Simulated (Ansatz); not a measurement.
Ansatz (a quantum-chemistry and plane-wave program) input:

Ansatz 0.2 input:
```yaml
crystal:
  periodic: [false, false, false]
  atoms:
    - {symbol: Ti, position_ang: [0.14789685, 0.00787169, -0.02023071]}
    - {symbol: H, position_ang: [-0.14811705, -0.48549481, 1.56461960]}
    - {symbol: H, position_ang: [-1.55716139, 0.55491103, -0.43645310]}
    - {symbol: H, position_ang: [-1.54845231, -0.24259329, -0.68309084]}
basis:
  gaussian:
    orbitals: def2-SVPD
total_charge: 1
magnetization: {spin_polarized: false}
correlation: {method: ccsd_t, electrons: outside_noble_gas}
output: {forces: true}
```

Problem. What final total energy does it print?

Solution. -849.80956 Eh (CCSD(T)/def2-SVPD). The basis has 58 functions.

The spin state was set by rule; other spins were not relaxed.
